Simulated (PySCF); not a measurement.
# Polarisability and C₆ of I²⁺ (iodine, charge +2)

[Kr] 4d10 5s1 5p3 5d1, high-spin 6D determinant (an excited configuration). All numbers are calculated (PySCF 2.14, a scalar-relativistic core potential, in aug-cc-pVQZ-PP with ECP28MDF (7s7p5d3f2g, 92 functions)). Coupled (time-dependent) response in atomic units; α is the mean over directions.

```
method  mean α (bohr³)         α xx, yy, zz  C₆ (like pair)  S(−4)
   UHF           26.81  31.63, 31.63, 17.16           189.9  400.2
   PBE           28.36  33.72, 33.72, 17.64           198.4  530.5
  PBE0           27.69  32.83, 32.83, 17.40           194.0  477.1
```

S(−4) is the Cauchy moment in α(ω) = α(0) + S(−4) ω² + …

Spin-orbit coupling is absent.

α(iu) at UHF:

| u (hartree) | α(iu) (bohr³) |
| --- | --- |
| 0 | 26.81 |
| 0.0500 | 25.87 |
| 0.100 | 23.64 |
| 0.200 | 18.63 |
| 0.300 | 14.66 |
| 0.500 | 9.570 |
| 0.750 | 6.159 |
| 1.00 | 4.301 |
| 1.50 | 2.497 |
| 2.00 | 1.682 |
| 3.00 | 0.9559 |
| 5.00 | 0.4471 |

A single London oscillator, α(iu) = α/(1 + u²/ω²), gives C₆ = (3/4) ω α². Matching the computed C₆ needs ω = 4 × 189.9 / (3 × 26.81²) = 0.352 hartree.

For an ion, C₆ is the dispersion term alone; charge-induced terms of lower order in 1/R come first.

The components differ because the open shell of this determinant is not spherical; for a pure term their mean is the scalar polarisability.

Energies and moments cover only the electrons outside the core potential. The outer electron is Rydberg-like, and this basis confines it to a smaller radius and binds it less than a complete one would.
